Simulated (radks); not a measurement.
The numbers below are computed, except where a source is named.
The nitrogen anion N-, [He] 2s2 2p4, held by a Watson sphere: a shell of charge +1 at radius R that stands for the Madelung well of a crystal (potential energy -1/R inside, -1/r outside, in hartree with lengths in bohr). Code: a radial shooting solver on a logarithmic mesh with Libxc functionals. Model: non-relativistic Kohn-Sham, LDA (Slater exchange, Perdew-Wang correlation), spin-polarised, spherical densities, point nucleus; open shells are filled with parallel spins first. Response by self-consistent Sternheimer equations with the Hartree and adiabatic LDA kernel. The sphere does not respond.

| R (bohr) | e(2s down) (eV) | e(2p up) (eV) | e(2p down) (eV) | <r> 2p (bohr) | sum of <r^2> (bohr^2) | X-ray form factor at sin(theta)/lambda = 0.1 1/angstrom | alpha (bohr^3) |
|---|---|---|---|---|---|---|---|
| 1.64 | -17.385 | -8.620 | -6.286 | 1.623 | 16.83 | 6.920 | 11.05 |
| 1.91 | -16.708 | -8.059 | -5.797 | 1.684 | 17.83 | 6.868 | 12.93 |
| 2.21 | -16.006 | -7.462 | -5.259 | 1.749 | 18.85 | 6.819 | 15.36 |
| 2.62 | -15.158 | -6.714 | -4.568 | 1.834 | 20.11 | 6.762 | 19.30 |
| 3.12 | -14.297 | -5.926 | -3.821 | 1.934 | 21.47 | 6.709 | 25.26 |
| 3.29 | -14.043 | -5.690 | -3.593 | 1.967 | 21.89 | 6.694 | 27.63 |
